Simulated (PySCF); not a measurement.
Spinor energies of Sn (tin, neutral)

Start: [Kr] 4d10 5s2 5p2; 5p1/2 filled at m_j = -1/2, +1/2. Calculated with PySCF 2.14 in x2c-TZVPPall-2c with one added diffuse shell each of s, p, d, f type (9s10p6d3f, 90 functions): generalised Hartree-Fock with the X2C-1e Hamiltonian and a Gaussian nucleus; spin-orbit coupling (SO) screened by Boettger's factors.

```csv
spinor shell,electrons,"ε, screened SO (eV)",weight of nominal j (screened SO),"rms radius, screened SO (bohr)"
1s1/2,2,-29344.3,1.000,0.0333
2s1/2,2,-4522.5,1.000,0.136
2p1/2,2,-4213.5,1.000,0.118
2p3/2,4,-3980.5,1.000,0.123
3s1/2,2,-912.49,1.000,0.361
3p1/2,2,-785.57,1.000,0.354
3p3/2,4,-741.55,1.000,0.366
3d3/2,4,-519.08,1.000,0.340
3d5/2,6,-510.20,1.000,0.343
4s1/2,2,-159.87,1.000,0.874
4p1/2,2,-115.53,1.000,0.930
4p3/2,4,-107.46,1.000,0.960
4d3/2,4,-36.172,0.994,1.18
4d5/2,6,-34.973,0.996,1.19
5s1/2,2,-13.773,0.999,2.66
5p1/2,2,-7.262,0.631,3.45
```

```tsv
quantity	screened SO
E (hartree)	-6174.51568
M_J	0
⟨J²⟩	1.369
⟨L²⟩	2.019
⟨S²⟩	1.959
```

The determinant has a definite M_J but mixes levels of different J.

Each row is a mean over spinors that exchange with the open shell spreads, by up to 3.362 eV (5s1/2).

Rows whose weight is well below 1 are mixtures of j = l ± 1/2: exchange outweighs spin-orbit coupling there, and the label is only the starting occupation.

Breit and QED terms are absent; they matter most for the inner s and p1/2 levels.

Densities and radii are taken from the X2C orbitals without a picture-change correction, which distorts them close to the nucleus.
